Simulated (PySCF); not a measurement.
**Calculated properties of `C(C)(/C(C#C)=N/[H])C`**

Species: C6H9N.
SMILES with atom numbers: `[H]/[N:4]=[C:3](\[C:2]#[CH:1])[CH:5]([CH3:6])[CH3:7]` (hydrogens: H8 on C1; H9 on N4; H10 on C5; H11, H12, H13 on C6; H14, H15, H16 on C7)

Among its groups: imine and alkyne.

**GFN2-xTB geometry**

```yaml
Point_group_of_the_GFN2-xTB_geometry: C1
Rotational_constants_A_B_C_of_the_GFN2-xTB_geometry: 4.313, 2.031, 1.511 GHz
```

CAM-B3LYP/def2-SVPD ground state and vertical TDDFT (core frozen in the response) (PySCF):

```yaml
Dipole_moment: 1.98 D
HOMO_energy: -9.17 eV
LUMO_energy: -0.11 eV
HOMO–LUMO_gap: 9.06 eV
Lowest_singlet_excitation: 4.79 eV (259 nm, f = 0.003)
Strongest_line_among_the_8_lowest_singlet_transitions: S3 at 6.01 eV (206 nm, f = 0.096)
Lowest_triplet_excitation_Tamm–Dancoff: 4.07 eV
Static_isotropic_polarisability: 77.5 au
Electronic_spatial_extent_⟨r²⟩_about_the_centre_of_nuclear_charge: 835 bohr²
```

From B3LYP/pcJ-1 indirect spin-spin coupling, non-relativistic, gas phase; spin–dipole term left out for some pairs (PySCF):

```yaml
Largest_of_the_computed_one-bond_spin–spin_couplings_means_over_like_bonds: 13C–1H +265.9 (C1–H8), 13C–13C +190.7 (C1–C2), 13C–1H +134.0 (C5–H10), 13C–1H +133.9 (C6–H11 and 5 like it), 13C–13C +84.0 (C2–C3), 15N–1H -54.3 (N4–H9), 13C–13C +50.6 (C3–C5), 13C–13C +34.8 (C5–C6 and 1 like it) Hz
```

Monoisotopic mass (most abundant isotopes): 95.0735 u.

With B = h/(8π²I), that is 505.379 GHz u Å² over I, the principal moments of inertia are 117.2, 248.8 and 334.4 u Å² (most abundant isotopes); the inertial defect Ic − Ia − Ib is -31.6 u Å² (zero for a rigid planar frame, negative otherwise). The vertical singlet–triplet gap S1 − T1 is 0.72 eV (TDDFT singlet less Tamm–Dancoff triplet; S1: HOMO→LUMO, weight 0.96; T1: HOMO→LUMO, weight 0.92). S1 lies 4.27 eV below the HOMO–LUMO gap; its leading configuration is HOMO→LUMO, weight 0.96. In wavenumbers S1 is 38600 cm⁻¹ (1 eV = 8065.54 cm⁻¹).

For the TDDFT job (CAM-B3LYP/def2-SVPD), hardware: Arm Neoverse N1, one thread, on a shared host. Cost: 71 s.

Shape of the structure used: `[H]/[N:4]=[C:3](\[C:2]#[CH:1])[CH:5]([CH3:6])[CH3:7]`: C2–C3–C5–C6 -60°.

One conformer stands for the species.
